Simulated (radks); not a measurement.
Values are calculated unless marked as measured or tabulated.
Initial-state core-level shifts of neutral tellurium when its valence configuration changes from [Kr] 4d10 5s2 5p4. Level of theory: scalar-relativistic Kohn-Sham, SCAN, spin-polarised, spherical densities, finite nucleus; open shells are filled with parallel spins first (spin-orbit coupling, left out, can overturn this in heavy ions); meta-GGA in the generalised Kohn-Sham scheme; Fermi nuclear charge, rms radius 4.7423 fm (a radial shooting solver on a logarithmic mesh with Libxc functionals). Shifts are changes of the shell-averaged eigenvalues in eV (positive: less bound); the change of the density at the nucleus, which sets a Mossbauer isomer shift, is in e/bohr^3, on a base of 2.349e+05.

valence,1s,2p,3s,3p,density at nucleus
4d10 5p6,-3.031,-2.953,-3.012,-3.006,-117.33
4d9 5s2 5p5,-8.896,-9.397,-8.967,-8.972,+23.46
4d10 5s1 5p5,-1.525,-1.486,-1.520,-1.517,-57.82
4d10 5s1.5 5p4.5,-0.767,-0.749,-0.765,-0.763,-28.87
4d9.5 5s2 5p4.5,-4.429,-4.672,-4.468,-4.471,+11.28
